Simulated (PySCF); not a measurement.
An equivalent PySCF input for Ge²⁺ (germanium, charge +2), [Ar] 3d10 4s2, closed-shell 1S, with no relativity, point nucleus:

```python
from pyscf import gto, scf, dft, mp, cc
import basis_set_exchange as bse
mol = gto.M(atom="Ge 0 0 0", charge=2, spin=0, symmetry="D2h",
            basis=gto.basis.parse(bse.get_basis("pcseg-2", elements=["Ge"], fmt="nwchem", header=False)))
mf = dft.UKS(mol, xc="LDA,VWN")
mf.irrep_nelec = {'Ag': (6, 6), 'B1g': (1, 1), 'B2g': (1, 1), 'B3g': (1, 1), 'B1u': (2, 2), 'B2u': (2, 2), 'B3u': (2, 2)}
mf.kernel()
```

It reaches the same state as the run whose output follows, with an energy that differs only through the grid. The run itself started from symmetry-adapted Hartree-Fock orbitals and held the occupation by maximum overlap, on a logarithmic radial grid, so the iterations belong to that start.

```
SCF conv_tol = 1e-09
number electrons alpha = 15  beta = 15
XC functionals = LDA,VWN
    P. A. M. Dirac.,  Math. Proc. Cambridge Philos. Soc. 26, 376 (1930)
    F. Bloch.,  Z. Phys. 57, 545 (1929)
    S. H. Vosko, L. Wilk, and M. Nusair.,  Can. J. Phys. 58, 1200 (1980)
cycle= 1 E= -2072.9277205242  delta_E= -0.011  |g|= 0.193  |ddm|= 0.302
cycle= 2 E= -2072.92883925785  delta_E= -0.00112  |g|= 0.171  |ddm|= 0.178
cycle= 3 E= -2072.93432247632  delta_E= -0.00548  |g|= 0.00173  |ddm|= 0.0914
cycle= 4 E= -2072.93432310288  delta_E= -6.27e-07  |g|= 1.06e-05  |ddm|= 0.0013
cycle= 5 E= -2072.93432310292  delta_E= -4.09e-11  |g|= 3.04e-07  |ddm|= 2.17e-05
converged SCF energy = -2072.93432310292  <S^2> = -1.2434498e-14  2S+1 = 1
```
